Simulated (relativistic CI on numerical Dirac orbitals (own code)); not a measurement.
# How well does a small relativistic CI reproduce K⁶⁺?

Calculated at this level of theory: Dirac-Coulomb-Breit CI, KLI orbitals optimised for each configuration, model QED, unscaled Slater integrals (own radial code, finite nucleus).

CI space (outside the closed core [Ne]): 3s²3p, 3s3p², 3s²3d, 3p³, 3s3p3d, 3p²3d, 3s²4s, 3s3d², 3s²4p, 3s²4d, 3s²4f, 3s3p4s, 3s²5s, 3s3p4p, 3s²5p, 3s²5d, 3s3p4d, 3s²5f, 3s²5g, 3s3p4f, 3s²6s, 3p²4s, 3s²6p, 3s²6d, 3s3p5s, 3p²4p, 3s3d4s, 3s3p5p, 3s3p5d, 3s3p5f, 3s3p5g, 3s3p6s, 3s3p6p, 3s3p6d, 3p3d², 3d³, 3d²4s, 3d²4p, 3d²4d, 3s3d4p. Double excitations out of closed p, d and f shells are left out; levels of such configurations are missing from the list, as are those of other unlisted configurations, and high levels can miss mixing partners. These lack a partner that the ground configuration has and come out too high: 3s²4f, 3s²5s, 3s²5p, 3s²5d, 3s²5f.

```csv
Configuration,Term (tabulated),J,Measured (cm⁻¹),Computed,Error,Purity (%)
3s²3p,2P°,1/2,0.0,0,0,96
3s²3p,2P°,3/2,3134.3,3091,-43,96
3s3p²,4P,1/2,114889.0,112574,-2315,99
3s3p²,4P,3/2,116027.0,113697,-2330,99
3s3p²,4P,5/2,117764.0,115415,-2349,99
3s3p²,2D,3/2,151883.9,151994,111,84
3s3p²,2D,5/2,152051.7,152165,114,84
3s3p²,2S,1/2,193084.5,197280,4196,96
3s3p²,2P,1/2,206502.9,211272,4769,93
3s3p²,2P,3/2,208432.5,213188,4755,95
3s²3d,2D,3/2,250664.0,255796,5132,82
3s²3d,2D,5/2,250787.0,255880,5093,82
3p³,2D°,3/2,297788.0,296773,-1015,64
3p³,2D°,5/2,298098.0,297072,-1026,65
3p³,4S°,3/2,308021.0,308693,672,98
3s3p3d,4F°,5/2,334828.0,334668,-160,100
3p³,2P°,1/2,335425.0,338451,3026,76
3p³,2P°,3/2,335460.0,338475,3015,75
3s3p3d,4F°,7/2,335745.0,335573,-172,100
3s3p3d,4F°,9/2,336960.0,336772,-188,100
3s3p3d,4P°,5/2,362740.0,364109,1369,94
3s3p3d,4P°,3/2,363567.0,364972,1405,92
3s3p3d,4P°,1/2,364292.0,365646,1354,95
3s3p3d,4D°,1/2,365933.0,368240,2307,95
3s3p3d,4D°,3/2,366356.0,368604,2248,92
3s3p3d,4D°,5/2,366662.0,368940,2278,94
3s3p3d,4D°,7/2,366800.0,369138,2338,99
3s3p3d,2D°,5/2,376266.0,380155,3889,78
3s3p3d,2D°,3/2,376289.0,380193,3904,79
3s3p3d,2F°,5/2,394367.0,401751,7384,98
3s3p3d,2F°,7/2,396853.0,404213,7360,98
3s3p3d,2P°,3/2,430356.0,440822,10466,82
3s3p3d,2P°,1/2,431284.0,441828,10544,83
3s3p3d,2F°,7/2,431613.0,441450,9837,95
3s3p3d,2F°,5/2,432279.0,442115,9836,95
3s²4s,2S,1/2,439322.0,438123,-1199,95
3s3p3d,2P°,1/2,446656.0,459376,12720,87
3s3p3d,2P°,3/2,446745.0,459528,12783,86
3s3p3d,2D°,3/2,450988.0,462983,11995,79
3s3p3d,2D°,5/2,451426.0,463411,11985,81
3p²3d,4F,5/2,509610.0,511101,1491,99
3p²3d,4F,7/2,510506.0,512004,1498,98
3p²3d,4F,9/2,511643.0,513130,1487,99
3p²3d,2P,3/2,517290.0,519136,1846,89
3p²3d,4D,3/2,520819.0,523284,2465,96
3p²3d,4D,5/2,521021.0,523513,2492,99
3p²3d,4D,7/2,521696.0,524168,2472,99
3p²3d,2D,5/2,545671.0,549334,3663,80
3p²3d,2D,3/2,546115.0,549754,3639,81
3p²3d,4P,5/2,550817.0,555976,5159,97
3p²3d,4P,3/2,551458.0,556664,5206,98
3p²3d,4P,1/2,551852.0,557074,5222,98
3s3p4s,4P°,1/2,566231.0,564635,-1596,99
3s3p4s,4P°,3/2,567308.0,565711,-1597,98
3s3p4s,4P°,5/2,569280.0,567658,-1622,99
3s²4d,2D,3/2,570738.0,580671,9933,68
3s²4d,2D,5/2,570922.0,581014,10092,86
3p²3d,2D,5/2,574915.0,584734,9819,81
3p²3d,2F,5/2,581175.0,590579,9404,82
3p²3d,2F,7/2,581812.0,591217,9405,83
3s3d²,4F,5/2,590498.0,595508,5010,99
3s3d²,4F,7/2,590585.0,595572,4987,99
3s3d²,4F,9/2,590663.0,595654,4991,99
3s²4f,2F°,5/2,608532.0,621482,12950,97
3s²4f,2F°,7/2,608536.0,621501,12965,97
3s3d²,2G,7/2,627835.0,639781,11946,80
3s3d²,2G,9/2,627849.0,639809,11960,80
```

Measured levels from Sansonetti, J. Phys. Chem. Ref. Data 37, 7 (2008); pairs were made by configuration, J and term (by order where the table uses no LS term), so strongly mixed levels may be paired wrongly.

Mean error by configuration (cm⁻¹): 3s²3p -43; 3s3p² 869; 3s²3d 5113; 3p³ 934; 3s3p3d 5704; 3s²4s -1199; 3p²3d 4351; 3s3p4s -1605; 3s²4d 10013; 3s3d² 7779; 3s²4f 12958. Over the excited levels the mean absolute error is 4888 cm⁻¹ (66 of the 69 excited levels that our extract of the source holds in range could be paired, and the others can miss by more), and the median relative error of those above 1,000 cm⁻¹ is 0.92 %.
